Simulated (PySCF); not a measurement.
A geometry optimisation, step by step.

Compound: VSeBr3 (singlet state).
Bonds: V1–Se2, V1–Br3, V1–Br4, V1–Br5.

Computed by this run: PySCF, PBE0-D3(BJ)/def2-SVP geometry optimisation, gas phase; density fitting, grid level 1; the optimiser is geomeTRIC in internal coordinates, started from a GFN2-xTB structure with every atom displaced at random (about 0.03 Å). The frame can shift and turn from step to step; on so coarse a grid that alone can change the energy by a few meV, and forces under 0.02 eV/Å are noise.

Step 0: E = -301106.8140 eV, largest atomic force 2.863 eV/Å
```
atom  x, y, z in Å  |  force x, y, z in eV/Å
V1      0.061   -0.076   -0.008   -2.386   0.843   1.339
Se2    -0.006   -0.028    2.118    0.167  -0.112  -0.421
Br3     2.069    0.003   -0.737    2.374  -0.080  -0.723
Br4    -0.975    1.857   -0.695    0.048  -0.187   0.008
Br5    -1.074   -1.865   -0.740   -0.204  -0.464  -0.203
```

Step 1: E = -301106.9951 eV, largest atomic force 0.476 eV/Å
```
atom  x, y, z in Å  |  force x, y, z in eV/Å
V1      0.025   -0.044    0.000   -0.394   0.250   0.092
Se2     0.000   -0.039    2.109    0.061  -0.048  -0.093
Br3     2.155   -0.026   -0.728    0.218  -0.064  -0.025
Br4    -1.004    1.874   -0.698    0.065  -0.136   0.033
Br5    -1.101   -1.875   -0.746    0.050  -0.001  -0.007
```

Step 2: E = -301107.0022 eV, largest atomic force 0.090 eV/Å
```
atom  x, y, z in Å  |  force x, y, z in eV/Å
V1      0.012   -0.031    0.000   -0.072   0.048  -0.024
Se2     0.006   -0.048    2.103    0.012  -0.023   0.037
Br3     2.161   -0.041   -0.714    0.036  -0.022   0.000
Br4    -1.008    1.877   -0.699   -0.002   0.000   0.001
Br5    -1.096   -1.868   -0.752    0.026  -0.003  -0.014
```

Step 3: E = -301107.0026 eV, largest atomic force 0.025 eV/Å
```
atom  x, y, z in Å  |  force x, y, z in eV/Å
V1      0.007   -0.024    0.000    0.018  -0.004   0.003
Se2     0.005   -0.059    2.104   -0.009  -0.011  -0.001
Br3     2.162   -0.046   -0.706   -0.018  -0.002   0.007
Br4    -1.011    1.884   -0.697   -0.008   0.011   0.008
Br5    -1.088   -1.865   -0.763    0.018   0.006  -0.017
```

Step 4: E = -301107.0022 eV, largest atomic force 0.086 eV/Å
```
atom  x, y, z in Å  |  force x, y, z in eV/Å
V1      0.002   -0.019    0.001    0.076  -0.040   0.007
Se2    -0.002   -0.080    2.105   -0.025  -0.007  -0.015
Br3     2.164   -0.044   -0.695   -0.045   0.016   0.010
Br4    -1.017    1.892   -0.685   -0.013   0.016   0.020
Br5    -1.072   -1.859   -0.788    0.007   0.015  -0.023
```

Step 5: E = -301107.0019 eV, largest atomic force 0.092 eV/Å
```
atom  x, y, z in Å  |  force x, y, z in eV/Å
V1      0.001   -0.016    0.001    0.081  -0.043   0.006
Se2    -0.008   -0.091    2.106   -0.028  -0.009  -0.018
Br3     2.164   -0.043   -0.691   -0.041   0.024   0.010
Br4    -1.020    1.896   -0.677   -0.012   0.011   0.026
Br5    -1.062   -1.856   -0.802    0.000   0.018  -0.024
```

Step 6: E = -301107.0022 eV, largest atomic force 0.057 eV/Å
```
atom  x, y, z in Å  |  force x, y, z in eV/Å
V1      0.003   -0.018    0.001    0.050  -0.027  -0.001
Se2    -0.011   -0.094    2.105   -0.019  -0.016  -0.006
Br3     2.164   -0.040   -0.691   -0.022   0.018   0.008
Br4    -1.020    1.895   -0.672   -0.011   0.010   0.025
Br5    -1.061   -1.854   -0.807    0.003   0.015  -0.026
```

Step 7: E = -301107.0025 eV, largest atomic force 0.031 eV/Å
```
atom  x, y, z in Å  |  force x, y, z in eV/Å
V1      0.005   -0.019    0.002    0.024  -0.013  -0.003
Se2    -0.014   -0.098    2.105   -0.012  -0.022  -0.002
Br3     2.165   -0.037   -0.691   -0.009   0.014   0.007
Br4    -1.021    1.895   -0.666   -0.010   0.008   0.024
Br5    -1.060   -1.852   -0.812    0.007   0.013  -0.027
```

Step 8: E = -301107.0026 eV, largest atomic force 0.032 eV/Å
```
atom  x, y, z in Å  |  force x, y, z in eV/Å
V1      0.007   -0.020    0.002   -0.001   0.002  -0.004
Se2    -0.017   -0.104    2.104   -0.004  -0.029   0.001
Br3     2.166   -0.032   -0.690    0.004   0.010   0.006
Br4    -1.023    1.895   -0.657   -0.009   0.006   0.025
Br5    -1.058   -1.849   -0.821    0.010   0.011  -0.028
```

Step 9: E = -301107.0027 eV, largest atomic force 0.033 eV/Å
```
atom  x, y, z in Å  |  force x, y, z in eV/Å
V1      0.008   -0.021    0.001   -0.009   0.007  -0.004
Se2    -0.019   -0.108    2.104   -0.002  -0.032   0.002
Br3     2.167   -0.030   -0.690    0.008   0.009   0.005
Br4    -1.024    1.896   -0.653   -0.008   0.005   0.026
Br5    -1.057   -1.847   -0.826    0.011   0.011  -0.029
```

Step 10: E = -301107.0027 eV, largest atomic force 0.033 eV/Å
```
atom  x, y, z in Å  |  force x, y, z in eV/Å
V1      0.008   -0.020    0.001   -0.006   0.005  -0.003
Se2    -0.019   -0.111    2.104   -0.003  -0.032   0.000
Br3     2.167   -0.029   -0.689    0.006   0.010   0.004
Br4    -1.025    1.896   -0.650   -0.008   0.005   0.027
Br5    -1.056   -1.846   -0.828    0.011   0.012  -0.029
```

Step 11: E = -301107.0027 eV, largest atomic force 0.033 eV/Å
```
atom  x, y, z in Å  |  force x, y, z in eV/Å
V1      0.008   -0.020    0.001   -0.006   0.005  -0.003
Se2    -0.019   -0.112    2.104   -0.003  -0.032  -0.001
Br3     2.167   -0.029   -0.689    0.005   0.010   0.004
Br4    -1.026    1.897   -0.649   -0.008   0.005   0.028
Br5    -1.056   -1.846   -0.830    0.011   0.012  -0.029
```

Task: Summarise the path.

Result: The energy falls by 0.1886 eV from step 0 to step 11; nine tenths of that is first reached at step 1. It rises by more than 0.2 meV at steps 4 and 5. The largest force goes from 2.863 to 0.033 eV/Å. Among the bonds V1–Br3 changes most, from 2.139 to 2.267 Å; the atoms move by 0.066 Å rms after alignment.

Task: Follow the three bonds and two angles with the largest change from start to end.

Result: 
| step | E above end (eV) | largest force (eV/Å) | V1–Br3 (Å) | V1–Br5 (Å) | V1–Br4 (Å) | Br3–V1–Br5 (°) | Br3–V1–Br4 (°) |
| --- | --- | --- | --- | --- | --- | --- | --- |
| 0 | 0.1886 | 2.863 | 2.139 | 2.242 | 2.298 | 113.2 | 106.9 |
| 1 | 0.0076 | 0.476 | 2.252 | 2.274 | 2.286 | 111.6 | 108.7 |
| 2 | 0.0005 | 0.090 | 2.265 | 2.273 | 2.273 | 110.8 | 109.4 |
| 3 | 0.0001 | 0.025 | 2.268 | 2.273 | 2.272 | 110.2 | 109.8 |
| 4 | 0.0005 | 0.086 | 2.271 | 2.272 | 2.271 | 109.5 | 110.1 |
| 5 | 0.0008 | 0.092 | 2.270 | 2.271 | 2.272 | 109.2 | 110.3 |
| 6 | 0.0004 | 0.057 | 2.269 | 2.271 | 2.272 | 109.3 | 110.3 |
| 7 | 0.0002 | 0.031 | 2.268 | 2.271 | 2.272 | 109.4 | 110.3 |
| 8 | 0.0000 | 0.032 | 2.267 | 2.271 | 2.273 | 109.4 | 110.4 |
| 9 | 0.0000 | 0.033 | 2.267 | 2.270 | 2.273 | 109.4 | 110.4 |
| 10 | 0.0000 | 0.033 | 2.267 | 2.270 | 2.273 | 109.4 | 110.4 |
| 11 | 0.0000 | 0.033 | 2.267 | 2.270 | 2.273 | 109.4 | 110.5 |

What follows is the cost of the whole optimisation. Hardware: one thread, Intel Xeon at 2.50 GHz (x86_64), no GPU (shared host). Cost: 14 min wall, 9.8 min CPU, 0.94 GiB resident at most.
